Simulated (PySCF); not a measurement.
Input and output

[Tb(H2O)2]3+ (singlet in the valence; each metal's 4f electrons, 8 of them, lie in its core potential, out of spins and levels). PySCF 2.14.0, RKS r2SCAN, Tb lcecp-1-SVP with ECP54, O def2-SVP, H def2-SVP; non-relativistic Hamiltonian with scalar-relativistic core potentials where named; density fitting; no spin-orbit coupling. Purpose: level r2SCAN.

```python
mol = gto.M(atom='''
Tb     0.34550     1.06196    -0.01280
O      0.01613    -0.15671     1.81622
H      0.28412     0.05066     2.75147
H     -0.44760    -1.03018     1.90937
O     -0.08651    -0.17392    -1.81279
H      0.31239    -1.04369    -2.08263
H     -0.70105     0.02685    -2.56884''',
    basis={'Tb': 'lcecp-1-SVP', 'O': 'def2-SVP', 'H': 'def2-SVP'},
    ecp={'Tb': 'lcecp-1-SVP'},
    charge=3, spin=0)
mf = dft.RKS(mol, xc='R2SCAN')
mf.grids.atom_grid = (75, 302)  # f atoms: unpruned, at least (60, 302)
mf = mf.density_fit()  # fitting sets: Tb AutoAux, O def2-universal-JKFIT, H def2-universal-JKFIT
mf.conv_tol = 1e-08; mf.max_cycle = 55
mf.kernel(dm0)  # dm0: converged density of the relaxed state
mf.nuc_grad_method().kernel()
```

Run from Python with OMP_NUM_THREADS=2; the lines above give its settings. Where DIIS fails, smearing, a level shift and second-order steps follow.
It took 5.6 s on 2 threads of Arm Neoverse V1, with other jobs on the host, from an already converged density.

**Question.** Where do the frontier levels lie, over both spins?

**Answer.** HOMO -25.19 eV, LUMO -19.09 eV. The 4f levels lie in the core potential and are missing.

**Question.** What are the Mulliken charges and spins?

**Answer.** 
| atom | charge (e) | spin (e) |
| --- | --- | --- |
| Tb1 | 2.218 | 0.000 |
| O2 | -0.325 | 0.000 |
| H3 | 0.360 | 0.000 |
| H4 | 0.358 | 0.000 |
| O5 | -0.329 | 0.000 |
| H6 | 0.358 | 0.000 |
| H7 | 0.360 | 0.000 |
The spin of the 4f electrons in the core isn't counted.

**Question.** What forces act on the atoms (eV/Å)?

**Answer.** 
```
Tb   0.02  0.12 -0.01
O    0.01  0.04 -0.09
H    0.02  0.00  0.11
H   -0.04 -0.11  0.04
O    0.03  0.02  0.08
H    0.03 -0.09 -0.04
H   -0.06  0.01 -0.09
```
Forces carry noise of the integration grid, about 0.01 to 0.03 eV/Å.

The geometry was relaxed with PBE0 (Tb lcecp-1-SVP with ECP54, O def2-SVP, H def2-SVP).

An lcecp potential fixes the number of 4f electrons, so in runs with it no electron can move into or out of that shell.
